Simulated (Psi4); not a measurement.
A dimer, H2 ··· BCl3 (SMILES [H][H] and ClB(Cl)Cl); the first 2 atoms form monomer A.

```
6

H      0.3719     0.0000     0.0000
H     -0.3719     0.0000     0.0000
Cl    -3.2621    -0.2500    -1.6943
B     -3.2201    -0.2400     0.0502
Cl    -3.0789    -1.7419     0.9275
Cl    -3.3188     1.2712     0.9172
```

Task: What interaction energy does SAPT0/jun-cc-pVDZ, frozen core (Psi4) give, and which attractive term is the largest?

Result: Total 1.71 kJ/mol: electrostatics 1.00, exchange 4.84, induction -0.89, dispersion -3.24. The most attractive term is dispersion.
